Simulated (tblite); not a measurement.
Isomers of C5H14OSi2. Calculated harmonic vibrations of the isolated species, GFN2-xTB (tblite), most abundant isotopes, no scaling. Errors from tens to a few hundred cm⁻¹ against measured bands are possible. Modes of hydrogen on silicon can be 10 to 20 % off. One conformer each.

Electronic energies: GFN2-xTB at the same geometries; isomer energies are rough at this level and their order can be wrong.

```
                      SMILES  electronic energy, lowest = 0 (kcal/mol)
        CCOC1C[SiH2][SiH2]C1                                      49.3
CC[Si@@H]1CO[C@@H]([SiH3])C1                                      54.1
        [SiH3][SiH2]OC1CCCC1                                       0.0
         [SiH3]C[SiH]1CCOCC1                                      48.9
       C[SiH2]CC(=O)CC[SiH3]                                      47.3
     CCO[Si@H](C)/C=C\[SiH3]                                      40.2
```

Problem. How do GFN2-xTB zero-point energies change the relative energies?

Solution. 
| SMILES | ZPE (kcal/mol) | of it from modes above 1550 cm⁻¹ | electronic (kcal/mol) | with ZPE, lowest = 0 (kcal/mol) | lowest mode (cm⁻¹) | rings |
| --- | --- | --- | --- | --- | --- | --- |
| [SiH3][SiH2]OC1CCCC1 | 109.0 | 54.1 | 0.0 | 0.0 | 23 | 1 |
| CCO[Si@H](C)/C=C\[SiH3] | 106.8 | 57.9 | 40.2 | 37.9 | 44 | 0 |
| C[SiH2]CC(=O)CC[SiH3] | 105.6 | 57.0 | 47.3 | 43.9 | 16 | 0 |
| [SiH3]C[SiH]1CCOCC1 | 109.1 | 54.9 | 48.9 | 49.1 | 33 | 1 |
| CCOC1C[SiH2][SiH2]C1 | 109.2 | 54.9 | 49.3 | 49.5 | 45 | 1 |
| CC[Si@@H]1CO[C@@H]([SiH3])C1 | 108.6 | 55.3 | 54.1 | 53.6 | 43 | 1 |

The zero-point energies span 3.6 kcal/mol, from `C[SiH2]CC(=O)CC[SiH3]` to `CCOC1C[SiH2][SiH2]C1`. The order is unchanged.

Problem. What do entropy and thermal enthalpy add at 298.15 K and 1 bar (rigid rotor, harmonic oscillator, one conformer each)?

Solution. 
```json
{"SMILES": "CCO[Si@H](C)/C=C\\[SiH3]", "point group": "C1", "symmetry number": "1", "S (cal/(mol K))": "115.5", "H − H(0) (kcal/mol)": "8.96", "ZPE + H − H(0) − TS (kcal/mol)": "81.3"}
{"SMILES": "[SiH3]C[SiH]1CCOCC1", "point group": "C1", "symmetry number": "1", "S (cal/(mol K))": "103.6", "H − H(0) (kcal/mol)": "7.51", "ZPE + H − H(0) − TS (kcal/mol)": "85.8"}
{"SMILES": "CCOC1C[SiH2][SiH2]C1", "point group": "C1", "symmetry number": "1", "S (cal/(mol K))": "102.6", "H − H(0) (kcal/mol)": "7.56", "ZPE + H − H(0) − TS (kcal/mol)": "86.2"}
{"SMILES": "CC[Si@@H]1CO[C@@H]([SiH3])C1", "point group": "C1", "symmetry number": "1", "S (cal/(mol K))": "106.3", "H − H(0) (kcal/mol)": "7.91", "ZPE + H − H(0) − TS (kcal/mol)": "84.8"}
```

Not tabulated: `[SiH3][SiH2]OC1CCCC1` (lowest mode only 23 cm⁻¹); `C[SiH2]CC(=O)CC[SiH3]` (lowest mode only 16 cm⁻¹).
